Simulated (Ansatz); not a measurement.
The same path of a periodic cell of 17 atoms, Si16B (host Si, host structure diamond, interstitial B) was run twice with different band settings. Lost on the way: Si1–B17, Si4–B17, Si10–B17. Made: Si5–B17, Si8–B17, Si14–B17.

Method: DFT PBEsol, scalar-relativistic, plane waves, PAW (Ansatz). Settings: PAW set soft_1, cutoff 420 eV, k mesh 2x2x2, fermi-dirac smearing 0.05 eV, spin collinear.

Relaxed end points:

```xyz
17
Lattice="0.0000 5.4300 5.4300 5.4300 0.0000 5.4300 5.4300 5.4300 0.0000" Properties=species:S:1:pos:R:3
Si 0.038 0.005 0.038
Si 1.373 1.367 1.374
Si 2.707 2.699 -0.012
Si 4.069 4.035 1.320
Si 2.705 -0.011 2.705
Si 4.057 1.343 4.057
Si 5.471 2.755 2.723
Si 6.805 4.087 4.086
Si -0.012 2.700 2.707
Si 1.321 4.036 4.069
Si 2.731 5.447 2.731
Si 4.084 6.799 4.085
Si 2.722 2.755 5.470
Si 4.085 4.087 6.806
Si 5.415 5.418 5.416
Si 6.748 6.782 6.748
B 6.112 8.822 6.113
```

```xyz
17
Lattice="0.0000 5.4300 5.4300 5.4300 0.0000 5.4300 5.4300 5.4300 0.0000" Properties=species:S:1:pos:R:3
Si 0.010 -0.018 0.014
Si 1.340 1.362 1.345
Si 2.727 2.695 0.013
Si 4.059 4.083 1.345
Si 2.676 0.002 2.679
Si 4.090 1.336 4.090
Si 5.422 2.751 2.678
Si 6.825 4.031 4.082
Si 0.008 2.695 2.732
Si 1.341 4.081 4.065
Si 2.728 5.415 2.733
Si 4.058 6.796 4.063
Si 2.677 2.749 5.425
Si 4.078 4.030 6.828
Si 5.412 5.444 5.416
Si 6.826 6.777 6.828
B 7.463 8.817 7.472
```

Common settings: climbing image yes; optimiser fire; force threshold 0.05 eV/Å; end points relaxed.

| run | movable images | spring | start path | iteration limit |
| --- | --- | --- | --- | --- |
| 1 | 5 | 2.0 eV/Å² | straight line | 36 |
| 2 | 3 | 100.0 eV/Å² | default | 50 |

(1) What does each run give, and how far can it be trusted?

## Answers

(1) Run 1: converged after 25 iterations, highest image 0.080 eV above the first end. Beside the main top the profile has a ripple of under 15 meV (maxima at images 2, 4), which may be a very shallow well or noise. By the program's own check the climbing image is of a kind that is not told: the force calls were inconclusive, a negative curvature could not be distinguished from the path's own, the only one lies far off the path, or fixed occupations may fill a level only in part (lowest curvatures found: -0.32 and -0.09 eV/Å²).
Run 2: converged after 28 iterations, highest image 0.087 eV above the first end. The profile has 2 maxima (images 1, 3) with wells between them (image 2): this band takes more than one step, which may be the mechanism or a detour left from its start path. The order of the stationary point at the top wasn't checked.
Limits of this set-up: coarse k mesh, PAW files made for another functional.
